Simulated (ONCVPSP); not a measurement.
## Varying the ONCV potential for Tl (Z = 81)

Base potential:

```
Element                 : Tl (Z = 81)
Generator               : ONCVPSP 4.0.1
Type                    : optimised norm-conserving Vanderbilt (ONCV)
Functional              : PBE
Relativity              : scalar-relativistic
Frozen core             : [Kr] 4d10 4f14 5s2
Valence charge          : 19
Reference configuration : 5p6 5d10 6s2 6p1
Partial waves           : 6s: rc 2.25 bohr, ncon 4, nbas 8, qcut 2.7 1/bohr, 2 projectors, debl 2 Ha; 5p+6p: rc 1.80 bohr, ncon 3, nbas 6, qcut 9.5 1/bohr, 2 projectors; 5d: rc 1.85 bohr, ncon 4, nbas 9, qcut 7 1/bohr, 2 projectors, debl 4 Ha
Local potential         : polynomial inside 1.20 bohr (lpopt 4, dvloc0 1 Ha)
Core correction         : none
```

All-electron outer shells of the reference configuration (PBE, scalar-relativistic, ld1.x):

```
shell  level (eV)  outermost node (bohr)  outermost maximum (bohr)
   5s     -131.00                   0.46                      0.80
   4f     -114.03                      –                      0.36
   5p      -76.10                   0.50                      0.91
   5d      -15.49                   0.53                      1.11
   6s       -9.55                   1.04                      2.08
   6p       -2.37                   1.23                      2.91
```

Cutoffs, loose and tight: the cutoffs (Ha) at which the residual kinetic energy of the hardest occupied pseudo-wave falls to 1 and 0.1 mHa per electron. They do not see the model core or the augmentation charge, which bear on the density cutoff. Test errors are all-electron minus pseudo excitation energies from the reference, over the configurations 5p6 5d10 6s2 6p0; 5p6 5d10 6s1 6p0; 5p6 5d10 6s0 6p0; 5p6 5d10 6s1 6p2. A dash means not determined; rows that change the core or the reference have their own tests. The largest error is taken over the tests solved by every variant that gives reliable tests at all: 5p6 5d10 6s1 6p0; 5p6 5d10 6s1 6p2; 5p6 5d10 6s2 6p0.

A true bound ghost makes a file unfit for plane-wave use even where its test errors are small: the radial tests pick states by their node count and pass the ghost by.

```tsv
change	outcome	cutoff, loose	cutoff, tight	bound ghosts	GHOST(+) flags above zero	largest test error (meV)
base	generated	20 Ha	33 Ha	s	none	-14
all radii scaled by about 0.84 (s 1.88, p 1.50, d 1.56 bohr); local potential polynomial inside 1.00 bohr (lpopt 4, dvloc0 1 Ha)	generated	29 Ha	38 Ha	s	none	-15
all radii scaled by about 0.97 (s 2.18, p 1.74, d 1.80 bohr); local potential polynomial inside 1.16 bohr (lpopt 4, dvloc0 1 Ha)	generated	21 Ha	35 Ha	s	d	-14
all radii scaled by about 1.08 (s 2.42, p 1.94, d 2.00 bohr); local potential polynomial inside 1.30 bohr (lpopt 4, dvloc0 1 Ha)	generated	19 Ha	29 Ha	none	s	-12
all radii scaled by about 1.12 (s 2.52, p 2.02, d 2.08 bohr); local potential polynomial inside 1.34 bohr (lpopt 4, dvloc0 1 Ha)	generated	19 Ha	26 Ha	none	s	-15
all radii scaled by about 1.21 (s 2.72, p 2.18, d 2.24 bohr); local potential polynomial inside 1.46 bohr (lpopt 4, dvloc0 1 Ha)	generated	18 Ha	21 Ha	none	s	-23
all radii scaled by about 1.27 (s 2.86, p 2.28, d 2.36 bohr); local potential polynomial inside 1.52 bohr (lpopt 4, dvloc0 1 Ha)	generated	17 Ha	20 Ha	none	s	-32
```

(1) What comes out with this change to the base: all radii scaled by about 0.80 (s 1.80, p 1.44, d 1.48 bohr); local potential polynomial inside 0.96 bohr (lpopt 4, dvloc0 1 Ha)?

(2) What comes out with this change to the base: all radii scaled by about 0.92 (s 2.06, p 1.66, d 1.70 bohr); local potential polynomial inside 1.10 bohr (lpopt 4, dvloc0 1 Ha)?

(3) What comes out with this change to the base: all radii scaled by about 1.33 (s 2.98, p 2.38, d 2.46 bohr); local potential polynomial inside 1.60 bohr (lpopt 4, dvloc0 1 Ha)?

Answers

(1) outcome: generated; cutoff, loose: 30 Ha; cutoff, tight: 36 Ha; bound ghosts: s; GHOST(+) flags above zero: s; largest test error (meV): -15.

(2) outcome: generated; cutoff, loose: 21 Ha; cutoff, tight: 38 Ha; bound ghosts: s; GHOST(+) flags above zero: none; largest test error (meV): -14.

(3) outcome: generated; cutoff, loose: 17 Ha; cutoff, tight: 19 Ha; bound ghosts: none; GHOST(+) flags above zero: s; largest test error (meV): -41.

Reading the sweep of the scale of all radii (base = 1) (base included, trends over the rows without a ghost): The loose cutoff stays near 18 Ha. Bound ghosts are found at 0.8, 0.84, 0.92, 0.97, 1.
